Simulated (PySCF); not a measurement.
**Question.** Give a PBE0-D3(BJ)/def2-SVP geometry of `O=[S@](CC(F)(F)F)CC`.

**Answer.** 
```xyz
16
C4H7F3OS angstrom
C     -2.5455    0.3182   -0.2459
C     -1.1682   -0.0306    0.2786
S      0.0437    0.1984   -1.0687
O     -0.3325   -0.7990   -2.1257
C      1.4949   -0.5535   -0.2162
C      2.2724    0.3935    0.6581
F      3.3105   -0.2245    1.2215
F      1.5140    0.8840    1.6507
F      2.7409    1.4313   -0.0339
H     -3.3084    0.1198    0.5209
H     -2.7745   -0.2904   -1.1326
H     -2.6130    1.3806   -0.5262
H     -0.8498    0.6023    1.1208
H     -1.1021   -1.0908    0.5715
H      1.1707   -1.4321    0.3591
H      2.1304   -0.8861   -1.0489
```

Any rigid rotation of these coordinates is as good. Atoms count from 1 in this order. Of the pairs four or more bonds apart, F8···H13 is among the closest relative to their van der Waals radii: 2.44 Å, 91 % of the sum of Bondi's values. S3 (sulfinyl sulfur) is pyramidal (angles 105.7°, 104.6° and 97.5°, sum 307.7°, 0.73 Å off the plane of its three neighbours).

Bonds between heavy atoms (Å): C1–C2 1.514, C2–S3 1.826, S3=O4 1.501, S3–C5 1.843, C5–C6 1.505, C6–F7 1.333, C6–F8 1.342, C6–F9 1.332.

Method: PBE0-D3(BJ)/def2-SVP geometry optimisation, gas phase (PySCF).

Point group: C1 (no symmetry element, even within 0.4 Å). Stationary, but not proved a minimum. The numbers are those of one conformer (C1–C2–S3–O4 -64°, C2–S3–C5–C6 -86°).

Rough CPU time on one thread of a shared machine: about 4 min. This is the geometry optimisation.
